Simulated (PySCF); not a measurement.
SMILES Fc1cccc(F)c1-c1c(F)c(F)c(F)c(F)c1F (GFN2-xTB optimised geometry):

```
22

F     -1.890    -0.466     0.000
C     -1.252     0.716     0.000
C     -1.987     1.887    -0.001
C     -1.319     3.099    -0.001
C      0.065     3.141    -0.001
C      0.772     1.954     0.000
F      2.115     1.983     0.000
C      0.139     0.716     0.000
C      0.912    -0.549    -0.003
C      1.288    -1.158     1.189
F      0.946    -0.592     2.348
C      2.012    -2.345     1.196
F      2.364    -2.915     2.348
C      2.370    -2.939    -0.012
F      3.063    -4.076    -0.016
C      2.002    -2.343    -1.215
F      2.344    -2.910    -2.372
C      1.277    -1.156    -1.200
F      0.926    -0.586    -2.354
H     -3.063     1.834    -0.001
H     -1.881     4.019    -0.003
H      0.602     4.076    -0.001
```

Computed with PySCF with CAM-B3LYP/def2-SVP.

Q: What are the frontier orbital energies and the dipole moment?

A: HOMO-2 -9.12 eV, HOMO-1 -8.85 eV, HOMO -8.79 eV, LUMO 0.13 eV, LUMO+1 0.21 eV; dipole moment 3.21 D.

Meta-Löwdin charges at CAM-B3LYP/def2-SVP: F1 -0.25, C2 0.30, C3 -0.15, C4 -0.07, C5 -0.15, C6 0.30, F7 -0.25, C8 -0.07, C9 -0.05, C10 0.26, F11 -0.24, C12 0.22, F13 -0.23, C14 0.24, F15 -0.23, C16 0.22, F17 -0.23, C18 0.26, F19 -0.24, H20 0.12, H21 0.12, H22 0.12.
